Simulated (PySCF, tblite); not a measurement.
C₂H₁₂SSi₄.
Cartesian coordinates in Å at the GFN2-xTB level; atoms count from 1:
```xyz
19
C2H12SSi4 angstrom
C      2.8277    0.1038   -0.7630
S      1.9306    1.1698   -1.9236
Si    -0.0274    1.1815   -0.9740
Si     0.1296    1.6627    1.3458
Si    -0.3046   -0.6107    1.8203
Si    -0.7895   -1.0174   -0.4677
C     -2.6680   -1.1446   -0.7506
H      3.8470    0.0251   -1.1281
H      2.3687   -0.8810   -0.7343
H      2.8243    0.5506    0.2277
H     -0.6839    2.0708   -1.9336
H     -0.9100    2.5922    1.8047
H      1.3695    2.2560    1.8654
H     -1.3705   -0.8897    2.7901
H      0.8419   -1.3536    2.3640
H     -0.2179   -2.2009   -1.1416
H     -3.1817   -0.3086   -0.2843
H     -3.0690   -2.0567   -0.3197
H     -2.9266   -1.1402   -1.8049
```

Theory: PBE0/pcSseg-1 in PySCF (dipole) on a GFN2-xTB geometry, gas phase.

Take the most abundant isotopes and a rigid rotor. The values belong to one conformer with, in the numbering `[CH3:1][S:2][Si@@H:3]1[SiH2:4][SiH2:5][Si@H:6]1[CH3:7]`, C1–S2–Si3–Si4 49°, S2–Si3–Si4–Si5 -106°, Si3–Si4–Si5–Si6 -8°, Si4–Si5–Si6–C7 -103°, S2–Si3–Si6–Si5 105°.

Q: What are A, B and C (GHz)?

A: Ia = 407.23, Ib = 666.16, Ic = 803.60 u·Å²; 505379 MHz·u·Å²/I gives 1241, 758.6 and 628.9 MHz, that is A = 1.2410, B = 0.7586, C = 0.6289 GHz.

Q: Classify the top.

A: An asymmetric top: κ = (2 × 758.6 − 1241 − 628.9)/(1241 − 628.9) = -0.58.

Q: What does the inertial defect say?

A: Not planar: Δ = Ic − Ia − Ib = -269.79 u·Å². For a rigid frame Δ = −2 Σ m c², so Σ m c² = 134.89 u·Å² lies off the ab plane: 31.11 from hydrogen and 103.78 from heavier atoms. The atom farthest from that plane is 2.22 Å away.

Q: Give the other two planar moments, Paa and Pbb, and the rms extents of the mass along the axes.

A: Paa = Σ m a² = (Ib + Ic − Ia)/2 = 531.27 and Pbb = Σ m b² = (Ia + Ic − Ib)/2 = 272.33 u·Å². With the mass M = 179.97 u, the rms extents √(P/M) along a, b and c are 1.72, 1.23, 0.87 Å.

Q: Where do the levels up to J = 4 lie, in cm⁻¹?

A: Above 0(0,0):
J = 1: 1(0,1) 0.0463, 1(1,1) 0.0624, 1(1,0) 0.0667
J = 2: 2(0,2) 0.1381, 2(1,2) 0.1506, 2(1,1) 0.1636, 2(2,1) 0.2119, 2(2,0) 0.2126
J = 3: 3(0,3) 0.2740, 3(1,3) 0.2825, 3(1,2) 0.3084, 3(2,2) 0.3507, 3(2,1) 0.3544, 3(3,1) 0.4424, 3(3,0) 0.4425
J = 4: 4(0,4) 0.4526, 4(1,4) 0.4577, 4(1,3) 0.5004, 4(2,3) 0.5353, 4(2,2) 0.5454, 4(3,2) 0.6289, 4(3,1) 0.6295, 4(4,1) 0.7555, 4(4,0) 0.7555
The levels of one J sum to (2J + 1)J(J + 1)(A + B + C)/3.

Q: Predict some low-J microwave lines.

A: The dipole components are |μa| = 1.63 D, |μb| = 0.05 D, |μc| = 0.57 D. Intensities carry the squares of the components, which stand as 1.00 : 0.00 : 0.12 (a : b : c). Some lines, for components of 0.1 D or more:

```csv
type,branch,"J(Ka,Kc)",MHz,lower level (cm⁻¹)
a,Q,"4(2,2) ← 4(2,3)",305,0.535
c,Q,"2(1,2) ← 2(0,2)",375,0.138
c,Q,"4(2,3) ← 4(1,3)",1045,0.500
a,Q,"4(1,3) ← 4(1,4)",1280,0.458
a,R,"1(0,1) ← 0(0,0)",1388,0.000
c,Q,"3(3,1) ← 3(2,1)",2640,0.354
c,R,"2(1,1) ← 1(0,1)",3517,0.046
c,Q,"4(4,1) ← 4(3,1)",3779,0.629
a,R,"3(1,3) ← 2(1,2)",3955,0.151
c,R,"2(2,0) ← 1(1,0)",4375,0.067
a,R,"4(1,4) ← 3(1,3)",5252,0.283
a,R,"4(0,4) ← 3(0,3)",5355,0.274
a,R,"4(3,1) ← 3(3,0)",5604,0.443
c,R,"3(2,1) ← 2(1,1)",5720,0.164
c,R,"4(2,3) ← 3(1,3)",7576,0.283
c,R,"4(3,1) ← 3(2,1)",8246,0.354
```

Q: Estimate the classical rotational partition function at 25 K, 200 K and 500 K.

A: Point group C1, symmetry number σ = 1; q = (√π/σ)·√((kT/h)³/(ABC)), k/h = 20836.6 MHz/K: 27400 at 25 K, 620000 at 200 K, 2450000 at 500 K.

Its GFN2-xTB frequencies are all real (lowest 44 cm⁻¹). No vibrational averaging or centrifugal distortion is included, and the geometry carries the error of its method. A rigid rotor knows nothing of internal rotation, which can split or shift real lines.

The run took 61 s (with the writing of density and orbital grids) on an Arm Neoverse V2 with one thread, on a shared host, and the process peaked at 1.1 GiB of memory. This is the PBE0/pcSseg-1 job that gave the dipole, with the shieldings it also computed.
